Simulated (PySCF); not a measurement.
Job file and geometry (Å, from GFN2-xTB) of an NMR shielding run on `[SiH2]1[C@H](C)B[Si@H](CCl)C1`, C4H12BClSi2, GIAO PBE0/pcSseg-1 NMR shielding, non-relativistic, gas phase (PySCF); density fitting, a coarse starting grid and PySCF grid level 2 are the driver's defaults:

```
$ OMP_NUM_THREADS=1 python probes_run.py task.json out

{"job": {"kind": "nmr", "xc": "PBE0", "basis": "pcSseg-1"}, "charge": 0, "multiplicity": 1}
C     -2.753567     0.742234    -0.498160
C     -1.525357     0.027895     0.057321
B     -0.465150     0.851877     0.832066
Si     1.139207    -0.214231     1.213073
C      2.768389     0.739876     0.819832
Cl     2.595129     1.507309    -0.782698
C      0.957396    -1.510136    -0.203426
Si    -0.456102    -0.865010    -1.298736
H     -2.454634     1.584760    -1.117333
H     -3.358722     0.073577    -1.109580
H     -3.380951     1.121738     0.308018
H     -1.864133    -0.828112     0.653471
H     -0.561414     2.017458     0.921703
H      1.454373    -0.907738     2.483382
H      3.648456     0.104542     0.764049
H      2.965563     1.541563     1.526013
H      1.874211    -1.655489    -0.768593
H      0.696303    -2.482808     0.208845
H     -1.267096    -1.919633    -1.923974
H     -0.017049     0.081007    -2.327212
```

Problem. What does the program print?

Solution. 
```
coarse grid: 17744 points
cycle   1  E = -1222.8746129154  dE =  5.868e-01  |g| = 4.959e-01  |ddm| = 4.013e+00
cycle   2  E = -1222.8488773819  dE =  2.574e-02  |g| = 5.822e-01  |ddm| = 1.052e+00
cycle   3  E = -1222.9401801028  dE = -9.130e-02  |g| = 5.797e-02  |ddm| = 6.438e-01
cycle   4  E = -1222.9409756875  dE = -7.956e-04  |g| = 2.380e-02  |ddm| = 9.409e-02
cycle   5  E = -1222.9411130513  dE = -1.374e-04  |g| = 5.948e-03  |ddm| = 2.898e-02
cycle   6  E = -1222.9411212959  dE = -8.245e-06  |g| = 1.890e-03  |ddm| = 7.830e-03
final grid: 156104 points
cycle   7  E = -1222.9850214181  dE = -3.877e-05  |g| = 9.557e-03  |ddm| = 2.940e-02
cycle   8  E = -1222.9850064005  dE =  1.502e-05  |g| = 1.211e-02  |ddm| = 2.011e-02
cycle   9  E = -1222.9850448993  dE = -3.850e-05  |g| = 8.161e-04  |ddm| = 1.171e-02
cycle  10  E = -1222.9850450245  dE = -1.252e-07  |g| = 2.405e-04  |ddm| = 1.040e-03
cycle  11  E = -1222.9850450390  dE = -1.451e-08  |g| = 5.849e-05  |ddm| = 2.914e-04
cycle  12  E = -1222.9850450398  dE = -7.867e-10  |g| = 2.311e-05  |ddm| = 7.448e-05
converged SCF energy = -1222.9850450398

GIAO shielding tensors (ppm)
atom      isotropic    diamagn.    paramagn.     s11        s22        s33       span
  0 C      169.544     242.018     -72.474    155.588    165.163    187.880     32.293
  1 C      133.620     259.120    -125.501     73.091    147.047    180.721    107.630
  2 B       -9.824     195.770    -205.594   -107.122    -48.553    126.205    233.327
  3 Si     394.970     880.675    -485.705    327.519    405.463    451.928    124.409
  4 C      151.412     253.455    -102.043    129.847    140.760    183.629     53.781
  5 Cl     926.271    1148.191    -221.920    822.317    869.848   1086.647    264.330
  6 C      194.956     258.303     -63.347    181.134    197.436    206.298     25.165
  7 Si     380.956     881.186    -500.230    338.644    359.366    444.858    106.214
  8 H       30.219      28.571       1.648     26.442     28.682     35.532      9.089
  9 H       30.390      27.868       2.522     24.871     29.342     36.958     12.087
 10 H       29.799      27.482       2.317     25.444     27.074     36.881     11.437
 11 H       28.935      33.825      -4.891     23.446     30.463     32.896      9.450
 12 H       21.498      31.024      -9.526     10.287     25.947     28.261     17.974
 13 H       26.806      29.563      -2.757     22.649     25.557     32.212      9.562
 14 H       28.705      30.040      -1.335     23.699     26.822     35.593     11.894
 15 H       28.446      29.968      -1.522     22.782     27.232     35.323     12.541
 16 H       31.674      31.584       0.089     26.560     29.103     39.358     12.797
 17 H       31.205      31.754      -0.549     26.159     28.438     39.019     12.860
 18 H       26.925      30.138      -3.212     23.355     25.136     32.285      8.930
 19 H       27.478      30.023      -2.545     24.467     26.659     31.308      6.841
```

Size and cost of the density-fitted run: 217 basis functions, 79 s wall time on 1 thread of an Arm Neoverse N1, shared host; peak memory 1.1 GiB.
